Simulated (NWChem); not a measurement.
All runs are NWChem calculations. System: C₂H₂N₃, charge 0, spin multiplicity 2, at a geometry optimised with UPBE0/def2-SVP. The structure started from a generated list of species. Its SCF solution wasn't tested for a lower state. Level: G0W0@ULDA (SVWN5)/def2-SVPD, RI basis def2-svpd-rifit.

The NWChem input:

```
start mol
memory heap 200 mb stack 700 mb global 1700 mb
geometry units angstroms nocenter noautoz
  C      0.613100     0.963996     0.000000
  N     -0.667194     1.033577     0.000000
  C     -1.026784    -0.284471     0.000000
  N     -0.015853    -1.129668     0.000000
  N      1.047620    -0.302157     0.000000
  H     -2.062025    -0.623748     0.000000
  H      1.992122    -0.665664     0.000000
  symmetry group Cs
end
basis spherical
  * library def2-svpd
end
basis "ri basis" bse spherical
  * library def2-svpd-rifit
end
dft
  xc slater vwn_5
  odft
  mult 2
  iterations 100
  direct
  tolerances tight
end
task dft energy
gw
  states alpha occ 4 vir 2
  states beta occ 4 vir 2
end
task dft gw
```

Part of the output:

```
             Northwest Computational Chemistry Package (NWChem) 7.3.0
             --------------------------------------------------------

                                NWChem Input Module
                                -------------------

 Scaling coordinates for geometry "geometry" by  1.889725989
 (inverse scale =  0.529177249)

 Turning off AUTOSYM since
 SYMMETRY directive was detected!

                             Geometry "geometry" -> ""
                             -------------------------

 Output coordinates in angstroms (scale by  1.889725989 to convert to a.u.)

  No.       Tag          Charge          X              Y              Z
 ---- ---------------- ---------- -------------- -------------- --------------
    1 C                    6.0000     0.61310000     0.96399600     0.00000000
    2 N                    7.0000    -0.66719400     1.03357700     0.00000000
    3 C                    6.0000    -1.02678400    -0.28447100     0.00000000
    4 N                    7.0000    -0.01585300    -1.12966800     0.00000000
    5 N                    7.0000     1.04762000    -0.30215700     0.00000000
    6 H                    1.0000    -2.06202500    -0.62374800     0.00000000
    7 H                    1.0000     1.99212200    -0.66566400     0.00000000

 Effective nuclear repulsion energy (a.u.)     157.7247669034

            Nuclear Dipole moment (a.u.)
            ----------------------------
        X                 Y               Z
 ---------------- ---------------- ----------------
     0.0000075589     0.0000037795     0.0000000000

      Symmetry information
      --------------------

 Group name             Cs
 Group number              2
 Group order               2
 No. of unique centers     7

      Symmetry unique atoms

     1    2    3    4    5    6    7


 Summary of "ao basis" -> "" (spherical)
 ------------------------------------------------------------------------------
       Tag                 Description            Shells   Functions and Types
 ---------------- ------------------------------  ------  ---------------------
 *                         def2-svpd                  on all atoms

 new library libraries.bse/

 Summary of "ri basis" -> "" (spherical)
 ------------------------------------------------------------------------------
       Tag                 Description            Shells   Functions and Types
 ---------------- ------------------------------  ------  ---------------------
 *                      def2-svpd-rifit               on all atoms

                                 NWChem DFT Module
                                 -----------------

 Summary of "ao basis" -> "ao basis" (spherical)
 ------------------------------------------------------------------------------
       Tag                 Description            Shells   Functions and Types
 ---------------- ------------------------------  ------  ---------------------
 C                         def2-svpd                 8       20   4s2p2d
 N                         def2-svpd                 8       20   4s2p2d
 H                         def2-svpd                 4        8   2s2p

 Summary of "ao basis" -> "ao basis" (spherical)
 ------------------------------------------------------------------------------
       Tag                 Description            Shells   Functions and Types
 ---------------- ------------------------------  ------  ---------------------
 C                         def2-svpd                 8       20   4s2p2d
[...]
   alpha     51     52     53     54     55     56     57     58     59     60
    beta     51     52     54     53     55     56     57     58     59     61
 overlap   0.985  0.994  0.989  1.000  0.966  0.979  1.000  0.999  0.999  0.999

   alpha     61     62     63     64     65     66     67     68     69     70
    beta     60     62     63     64     65     66     67     68     69     70
 overlap   0.999  0.995  0.998  0.996  0.988  0.951  0.963  0.996  0.986  0.999

   alpha     71     72     73     74     75     76     77     78     79     80
    beta     71     72     73     74     75     76     77     78     79     80
 overlap   0.987  1.000  0.999  1.000  1.000  0.999  1.000  1.000  1.000  0.997

   alpha     81     82     83     84     85     86     87     88     89     90
    beta     81     82     83     84     85     86     87     88     89     91
 overlap   0.968  0.969  1.000  0.999  1.000  0.996  1.000  0.979  0.812  0.819

   alpha     91     92     93     94     95     96     97     98     99    100
    beta     90     92     93     94     95     96     97     98     99    100
 overlap   1.000  0.970  0.966  0.987  1.000  0.992  0.999  0.997  0.989  0.989

   alpha    101    102    103    104    105    106    107    108    109    110
    beta    101    102    103    104    105    106    107    108    109    110
 overlap   0.998  1.000  0.999  0.999  0.998  0.968  0.968  0.999  0.999  1.000

   alpha    111    112    113    114    115    116
    beta    111    112    113    114    115    116
 overlap   0.999  0.999  0.999  0.999  0.999  0.999

     --------------------------
     Expectation value of S2:
     --------------------------
      <S2> =      0.7544 (Exact =     0.7500)

 center of mass
 --------------
 x =   0.00195802 y =   0.03550563 z =   0.00000000

 moments of inertia (a.u.)
 ------------------
         168.000402058484          11.721819213776           0.000000000000
          11.721819213776         168.026809243464           0.000000000000
           0.000000000000           0.000000000000         336.027211301948

     Multipole analysis of the density
     ---------------------------------

     L   x y z        total         alpha         beta         nuclear
     -   - - -        -----         -----         ----         -------
     0   0 0 0     -0.000000    -18.000000    -17.000000     35.000000

     1   1 0 0      0.715582     -0.224954      0.940528      0.000008
     1   0 1 0     -0.272836     -1.273561      1.000721      0.000004
     1   0 0 1     -0.000000     -0.000000     -0.000000      0.000000

     2   2 0 0    -15.992108    -59.154123    -55.406169     98.568184
     2   1 1 0      0.273677      1.455952      4.741538     -5.923813
     2   1 0 1     -0.000000     -0.000000     -0.000000      0.000000
     2   0 2 0    -25.218747    -58.794418    -51.928295     85.503967
     2   0 1 1     -0.000000     -0.000000     -0.000000      0.000000
     2   0 0 2    -21.763179    -11.258101    -10.505079      0.000000

 Task  times  cpu:       12.4s     wall:       12.4s

                                NWChem Input Module
                                -------------------

                                 NWChem GW Module
                                 ----------------

                             ***********************
                             ***        GW       ***
                             ***********************

 Summary of "ri basis" -> "ri basis" (spherical)
 ------------------------------------------------------------------------------
       Tag                 Description            Shells   Functions and Types
 ---------------- ------------------------------  ------  ---------------------
 C                      def2-svpd-rifit             20       64   7s6p5d2f
 N                      def2-svpd-rifit             20       64   7s6p5d2f
 H                      def2-svpd-rifit              9       23   4s3p2d

                 Memory Information
                 ------------------
          Available GA per process is          1699.8 MBs
          Available stack per process is        700.0 MBs
          Available heap per process is           0.0 MBs

          Peak memory in Initialization
              Peak GA per process is                 13.7 MBs
              Peak stack per process is               0.1 MBs
              Peak heap per process is               13.9 MBs
              Memory not in MA per process            0.0 MBs

          Peak memory in AFF Calculation
              Peak GA per process is                112.7 MBs
              Peak stack per process is              90.7 MBs
              Peak heap per process is                0.0 MBs
              Memory not in MA per process           90.7 MBs

          Computing 2-center integrals
          Computing Inverse Cholesky factor
          Computing 3-center integrals
          Computing V_xc ...

          Computing Sigma_x
          Computing RPA polarizability
          Solving quasiparticle equations

                  Alpha Orbitals
          State     Energy (eV)     Error (eV)
          -----------------------------------
@GW        15        -10.858           0.004
@GW        16        -10.230           0.004
@GW        17        -10.004           0.002
@GW        18         -9.551           0.004
@GW        19          2.064           0.002
@GW        20          2.974           0.003

                   Beta Orbitals
          State     Energy (eV)     Error (eV)
          -----------------------------------
@GW        14        -11.629           0.002
@GW        15        -10.762           0.003
@GW        16         -9.832           0.002
@GW        17         -9.788           0.002
@GW        18         -2.141           0.002
@GW        19          2.388           0.002

   Applying  -2.7062 eV scissor-shift to rest of particle states

   Applying   3.5435 eV scissor-shift to rest of hole states

   Applying  -2.6006 eV scissor-shift to rest of particle states

   Applying   3.0796 eV scissor-shift to rest of hole states

     GW Timing Statistics
   ------------------------
   Init.   :          0.0s
     ERIs  :          0.8s
     Distr.:          0.0s
     Vxc   :          0.2s
   Sigma_x :          0.0s
   RPA     :          6.6s
   Wmn     :          0.1s
   Sigma_c :          0.1s
   GW total:          7.8s

 Task  times  cpu:        7.8s     wall:        7.8s

 Total times  cpu:       20.3s     wall:       20.3s
```
